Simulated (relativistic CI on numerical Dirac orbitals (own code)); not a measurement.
**Er43+: sensitivity of the levels to the model**

Base calculation: Dirac-Coulomb-Breit CI, separate exchange-only KLI orbitals for each configuration, model QED (radiative potential, 1s self-energy scaled to tabulated hydrogen-like ionisation energies), unscaled Slater integrals.

CI space (outside the closed core [Ne]): 3s2 3p6 3d7, 3s2 3p5 3d8, 3s2 3p4 3d9, 3s 3p6 3d8, 3p6 3d9, 3s 3p5 3d9, 3s2 3p6 3d6 4s, 3s2 3p6 3d6 4p, 3s2 3p4 3d8 4s, 3s2 3p6 3d6 4d, 3s2 3p4 3d8 4p, 3s2 3p5 3d7 4s, 3s2 3p6 3d6 4f, 3s2 3p4 3d8 4d, 3s 3p5 3d8 4s, 3s2 3p5 3d7 4p, 3s 3p5 3d8 4p, 3s2 3p5 3d7 4d, 3s2 3p6 3d5 4s2, 3s 3p5 3d8 4d, 3s 3p6 3d7 4s, 3p6 3d8 4s, 3s2 3p6 3d5 4s 4p, 3s2 3p5 3d7 4f, 3p6 3d8 4p, 3s2 3p6 3d6 5s, 3s 3p6 3d7 4p, 3s2 3p6 3d5 4p2, 3s2 3p6 3d6 5p, 3p6 3d8 4d, 3s2 3p6 3d6 5d, 3s2 3p5 3d6 4s2, 3s2 3p6 3d6 5f, 3s 3p6 3d6 4s2, 3s2 3p5 3d7 5s, 3s2 3p6 3d6 6s. Levels of other configurations are missing.

Variants: (1) configuration mixing switched off. Shifts of the energy above 3s2 3p6 3d7 4F_9/2, in eV, for the lowest level and the first level of each name with at least 55 % of one term (blank where a level changes its place among those of its configuration and J or its character, or is not in the variant):

| Level | Base | Δ(1) |
| --- | --- | --- |
| 3s2 3p6 3d7 4F_9/2 | 0.000 | 0.000 |
| 3s2 3p6 3d7 4F_7/2 | 42.524 | -0.055 |
| 3s2 3p6 3d7 4P_5/2 | 53.187 | +0.306 |
| 3s2 3p6 3d7 2H_11/2 | 56.831 | -0.259 |
| 3s2 3p6 3d7 2F_5/2 | 67.383 | +0.680 |
| 3s2 3p6 3d7 2D_3/2 | 82.788 | +1.317 |
| 3s2 3p6 3d7 4F_5/2 | 92.171 | +0.306 |
| 3s2 3p5 3d8 4G°_11/2 | 347.386 | -1.491 |
| 3s2 3p5 3d8 2D°_5/2 | 358.139 | -0.609 |
| 3s2 3p5 3d8 2F°_7/2 | 359.055 | -0.646 |
| 3s2 3p5 3d8 4F°_9/2 | 365.601 | -0.674 |
| 3s2 3p5 3d8 4G°_9/2 | 398.424 | -1.305 |
| 3s2 3p5 3d8 2H°_11/2 | 419.271 | -1.243 |
| 3s2 3p5 3d8 2G°_7/2 | 421.084 | -0.627 |

At this charge energies of transitions that change n are usually good to better than 1 %, and those within a shell (Δn = 0) to a few per cent.

Ionisation energy from the two ground configurations alone: base 3505.09 eV. The NIST ASD value (theoretical) is 3505 eV.

LS names give the leading component of a level, which can be under half, so a name can repeat, a term be missing and a line seem to break the LS rules.
